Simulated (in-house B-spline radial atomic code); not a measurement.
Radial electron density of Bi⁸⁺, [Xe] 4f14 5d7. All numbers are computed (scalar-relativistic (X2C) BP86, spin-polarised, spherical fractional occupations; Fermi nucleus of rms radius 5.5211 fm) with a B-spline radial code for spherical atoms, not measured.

One-electron X2C: radii and densities carry no picture-change correction, so inner-shell <1/r> comes out high (for 1s by about 2 % at Z = 33, 5 % at 54, 10 % at 75, 30 % at 118) and <r> low.

Columns: r (bohr), 4πr²n(r) (electrons per bohr), bar.

```
0.000241    3.554 #
0.000296    4.683 #
0.000364    6.152 ##
0.000447    8.032 ##
 0.00055    10.47 ###
0.000676    13.57 ####
 0.00083    17.47 #####
 0.00102    22.39 ######
 0.00125    28.41 ########
 0.00154    35.97 ##########
 0.00189    44.88 #############
 0.00233    55.54 ################
 0.00286    67.36 ###################
 0.00352    80.34 #######################
 0.00432    93.38 ##########################
 0.00531    105.6 ##############################
 0.00653    115.4 ################################
 0.00802    121.1 ##################################
 0.00986    121.6 ##################################
  0.0121      117 #################################
  0.0149    109.2 ###############################
  0.0183      103 #############################
  0.0225    103.9 #############################
  0.0276    115.3 ################################
   0.034    135.4 ######################################
  0.0418    153.5 ###########################################
  0.0513    157.1 ############################################
  0.0631    143.1 ########################################
  0.0775    125.7 ###################################
  0.0953    125.2 ###################################
   0.117    141.4 ########################################
   0.144    146.8 #########################################
   0.177    121.7 ##################################
   0.217    90.33 #########################
   0.267    86.33 ########################
   0.328    99.12 ############################
   0.404    91.39 ##########################
   0.496    61.69 #################
   0.609     37.1 ##########
   0.749     27.7 ########
   0.921    22.82 ######
    1.13    15.19 ####
    1.39     7.22 ##
    1.71    2.351 #
     2.1   0.4993 
    2.58  0.06215 
    3.17 0.004031 
     3.9 0.0001113
```

On this grid the curve has 4 maxima, near 0.00986, 0.0513, 0.144, 0.328 bohr.

The 5d up radial function P(r) = rR(r), positive near the nucleus:

```tsv
r (bohr)	P
0.00531	0.001275
0.00802	0.003702
0.0121	0.01047
0.0183	0.02853
0.0276	0.07175
0.0418	0.1616
0.0631	0.2988
0.0953	0.3978
0.144	0.2429
0.217	-0.251
0.328	-0.5776
0.496	-0.06061
0.749	0.8481
1.13	1.054
1.71	0.5149
2.58	0.09095
3.9	0.003867
```
